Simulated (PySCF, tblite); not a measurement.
Isomers of C3H5F3SSi, one GFN2-xTB conformer each. Single-point energies are computed at PBE0/pcSseg-1 (PySCF, gas phase, no added dispersion term), electronic only.

```
              SMILES  GFN2-xTB relative energy (kJ/mol)
  C=CS[SiH2]C(F)(F)F                                0.0
CC(=S)[SiH2]C(F)(F)F                               52.2
```

Conformers: `[CH2:1]=[CH:2][S:3][SiH2:4][C:5]([F:6])([F:7])[F:8]` with C1–C2–S3–Si4 180°, C2–S3–Si4–C5 180°; `[CH3:1][C:2](=[S:3])[SiH2:4][C:5]([F:6])([F:7])[F:8]` with C1–C2–Si4–C5 1°.

Question: What does PBE0/pcSseg-1 give for the same structures?

Answer: 
```tsv
SMILES	PBE0/pcSseg-1 E (Eh)	PBE0/pcSseg-1 (kJ/mol)	GFN2-xTB (kJ/mol)	point group
C=CS[SiH2]C(F)(F)F	-1103.78857	0.0	0.0	Cs
CC(=S)[SiH2]C(F)(F)F	-1103.77655	31.6	52.2	Cs
```

Both levels put the same isomer lowest. As drawn, the lower has a C=C bond outside aromatic rings, which the higher lacks; the higher has a C=S bond, which the lower lacks.

Question: Which frontier levels, dipoles and rotational constants go with these structures?

Answer: 
```
              SMILES  HOMO (eV, PBE0/pcSseg-1)  LUMO (eV)  dipole (D)       A, B, C (MHz)
  C=CS[SiH2]C(F)(F)F                     -7.05      -0.59        3.28  3816, 638.6, 609.3
CC(=S)[SiH2]C(F)(F)F                     -6.81      -2.90        0.46  2905, 757.2, 679.3
```

Question: What happens when harmonic zero-point energies from GFN2-xTB frequencies are added?

Answer: 
```csv
SMILES,ZPE (kJ/mol),electronic (kJ/mol),with ZPE (kJ/mol)
C=CS[SiH2]C(F)(F)F,189.9,0.0,0.0
CC(=S)[SiH2]C(F)(F)F,190.7,31.6,32.4
```

The zero-point energies span 0.8 kJ/mol. The order is unchanged.
